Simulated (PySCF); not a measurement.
Working out the ionisation energy of Cr⁺

Cr⁺ [Ar] 3d5 (6S) → Cr²⁺ [Ar] 3d4 (5D). Calculation: PySCF 2.14, in def2-TZVP (6s4p4d1f, 45 functions); the non-relativistic Hamiltonian (point nucleus). Frozen: [Ar]. Energies in hartree (1 hartree = 27.21139 eV):

```csv
part,Cr⁺ (lower),Cr²⁺ (upper)
UHF,-1043.117113,-1042.559599
MP2 opposite-spin,0.000000,0.000000
MP2 same-spin,-0.061818,-0.030904
```

What does Hartree-Fock give?

(-1042.559599) − (-1043.117113) = 0.557514 hartree = 15.171 eV.

What do MP2 and SCS-MP2 (6/5 opposite-spin, 1/3 same-spin) give?

The opposite-spin parts differ by 0.000 eV and the same-spin parts by 0.841 eV. MP2: 15.171 + (0.000) + (0.841) = 16.012 eV. SCS-MP2: 15.171 + 1.2 × (0.000) + (0.841)/3 = 15.451 eV.

Reference: 16.486 eV (measured; NIST Atomic Spectra Database, ionization energies), between the lowest levels; spin-orbit coupling is absent from the calculation.

The calculation is non-relativistic.

What remains against the reference includes basis incompleteness, the frozen core and correlation beyond second order.
